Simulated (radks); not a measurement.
Ionisation ladder of promethium, from Pm XXI to Pm XXXII. Each ion is in the ground configuration listed by NIST, and IE = E(next ion) - E(this ion). All-electron calculation, Dirac Kohn-Sham, PBEsol, spin-unpolarised, spherical densities, finite nucleus; open shells are shared between the two j in proportion to 2j + 1; Fermi nuclear charge, rms radius 4.962 fm. Program: a radial shooting solver on a logarithmic mesh with Libxc functionals.

Pm XXI: configuration [Kr] 4d5; E (hartree) -9862.8580; IE, Delta-SCF (eV) 611.22; <r> HOMO (bohr) 0.605; IE, NIST (eV) 609; kind theory; error (eV) +2.2
Pm XXII: configuration [Kr] 4d4; E (hartree) -9840.3960; IE, Delta-SCF (eV) 648.81; <r> HOMO (bohr) 0.598; IE, NIST (eV) 651; kind theory; error (eV) -2.2
Pm XXIII: configuration [Kr] 4d3; E (hartree) -9816.5527; IE, Delta-SCF (eV) 687.02; <r> HOMO (bohr) 0.591; IE, NIST (eV) 689; kind theory; error (eV) -2.0
Pm XXIV: configuration [Kr] 4d2; E (hartree) -9791.3054; IE, Delta-SCF (eV) 725.82; <r> HOMO (bohr) 0.584; IE, NIST (eV) 730; kind theory; error (eV) -4.2
Pm XXV: configuration [Kr] 4d1; E (hartree) -9764.6319; IE, Delta-SCF (eV) 765.21; <r> HOMO (bohr) 0.577; IE, NIST (eV) 767; kind theory; error (eV) -1.8
Pm XXVI: configuration [Kr]; E (hartree) -9736.5108; IE, Delta-SCF (eV) 929.49; <r> HOMO (bohr) 0.565; IE, NIST (eV) 916; kind theory; error (eV) +13.5
Pm XXVII: configuration [Ar] 3d10 4s2 4p5; E (hartree) -9702.3527; IE, Delta-SCF (eV) 970.44; <r> HOMO (bohr) 0.560; IE, NIST (eV) 956; kind theory; error (eV) +14.4
Pm XXVIII: configuration [Ar] 3d10 4s2 4p4; E (hartree) -9666.6896; IE, Delta-SCF (eV) 1011.7; <r> HOMO (bohr) 0.556; IE, NIST (eV) 998; kind theory; error (eV) +13.7
Pm XXIX: configuration [Ar] 3d10 4s2 4p3; E (hartree) -9629.5094; IE, Delta-SCF (eV) 1053.3; <r> HOMO (bohr) 0.551; IE, NIST (eV) 1040; kind theory; error (eV) +13.3
Pm XXX: configuration [Ar] 3d10 4s2 4p2; E (hartree) -9590.8020; IE, Delta-SCF (eV) 1095.0; <r> HOMO (bohr) 0.547; IE, NIST (eV) 1113; kind theory; error (eV) -18.0
Pm XXXI: configuration [Ar] 3d10 4s2 4p1; E (hartree) -9550.5601; IE, Delta-SCF (eV) 1136.9; <r> HOMO (bohr) 0.543; IE, NIST (eV) 1158; kind theory; error (eV) -21.1
Pm XXXII: configuration [Ar] 3d10 4s2; E (hartree) -9508.7807; IE, Delta-SCF (eV) 1269.5; <r> HOMO (bohr) 0.522; IE, NIST (eV) 1261; kind theory; error (eV) +8.5

Reference values: NIST Atomic Spectra Database (exp. = measured, semi-emp. = semi-empirical, theory = theoretical value adopted there). The ionisation energy per charge of the ion left behind rises most, in proportion, at Pm XXVI ([Kr]), from 30.609 to 35.750 eV. Spin polarisation and multiplet splitting are left out, so open shells lie too high by an amount that depends on their filling. Sharing an open shell by 2j + 1 raises it above the true ground level by a part of the spin-orbit splitting, which enters the differences from NIST.

Beside tabulated values, note that spin-unpolarised runs miss the spin-polarisation part of the exchange energy of open shells.
